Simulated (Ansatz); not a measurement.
dimethyl carbonate (C$_{3}$H$_{6}$O$_{3}$), singlet, geometry from GFN2-xTB; MP2/3-21G (Ansatz, a program for electronic structure).

Ansatz was given this input:
Ansatz 0.2 input:
```yaml
crystal:
  periodic: [false, false, false]
  atoms:
    - {symbol: C, position_ang: [2.32517331, 0.09994214, 0.05033470]}
    - {symbol: O, position_ang: [1.10482066, -0.54437804, 0.39359877]}
    - {symbol: C, position_ang: [-0.00225252, 0.06041020, -0.03827659]}
    - {symbol: O, position_ang: [-0.04037348, 1.07614926, -0.67209545]}
    - {symbol: O, position_ang: [-1.06015611, -0.65053184, 0.35332550]}
    - {symbol: C, position_ang: [-2.32406787, -0.12639913, -0.03399431]}
    - {symbol: H, position_ang: [2.33572923, 1.12457047, 0.42682949]}
    - {symbol: H, position_ang: [3.11149818, -0.48764306, 0.51637074]}
    - {symbol: H, position_ang: [2.45383247, 0.12126973, -1.03361495]}
    - {symbol: H, position_ang: [-3.06483642, -0.80965771, 0.37240314]}
    - {symbol: H, position_ang: [-2.40104093, -0.07929089, -1.12196490]}
    - {symbol: H, position_ang: [-2.46262854, 0.87711717, 0.37296294]}
basis:
  gaussian:
    orbitals: 3-21G.json
magnetization: {spin_polarized: false}
correlation: {method: mp2}
```
The basis file holds 3-21G in the JSON format of the Basis Set Exchange.

What the program printed (banner, timings and long lists left out):

```
Functional definition: HF
756 factors; integrals over basis functions are off by at most 1.0e-3 eV
mean field evaluation 1: about -9241.9343 eV, gradient 4.2e1 eV
mean field evaluation 2: about -9242.5078 eV, gradient 4.3e1 eV
mean field evaluation 4: about -9246.1715 eV, gradient 3.6e0 eV
mean field evaluation 8: about -9246.2277 eV, gradient 4.5e-1 eV
mean field -9246.22914740 eV, -339.7926538476 hartree, gradient 1.8e-6 eV, S^2 0.000000; 0 other end points of the search recorded, 0 dependent functions left out
6 core orbitals not correlated
reference -9246.22914740 eV, -339.7926538476 hartree; 18, 18 occupied and 42, 42 virtual orbitals, 756 factors
second order -16.82790045 eV of doubles, -0.00000000 eV of singles
Total energy: -9263.05704785 eV, -340.4110677829 hartree
```
